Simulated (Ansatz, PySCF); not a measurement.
Reaction (SMILES): NB(N)O -> N[B]N + [OH] (HO) (the B-O bond at the site shown breaks; other sites are not compared here)
Structures are relaxed separately at B3LYP-D3(BJ)/def2-TZVP in Ansatz (an electronic-structure program), one conformer each, not searched for the lowest. Frequencies are from Ansatz or PySCF.

Quantity: bond dissociation energy (0 K, with B3LYP-D3(BJ) harmonic zero-point energies), in kcal/mol. Valence correlation only, unless marked. Open shells are spin-unrestricted. No spin-orbit coupling. No relativistic terms. Basis-set limits of correlation are two-point, X^-3; Hartree-Fock from the larger set.

CCSD(T)/CBS(aug-cc-pVTZ,aug-cc-pVQZ) (Ansatz) gives 142.5 kcal/mol.

### Question
Another calculation gave 137.4 kcal/mol. Which level was it?
A. LC-wPBE/def2-TZVPD (Ansatz)
B. SVWN5/def2-TZVPD (Ansatz)
C. revPBE/def2-TZVPD (Ansatz)
D. r2SCANh/def2-TZVPD (Ansatz)

### Answer
A, LC-wPBE/def2-TZVPD (Ansatz). The others give 130.0 (revPBE), 133.8 (r2SCANh), 159.4 (SVWN5) kcal/mol.
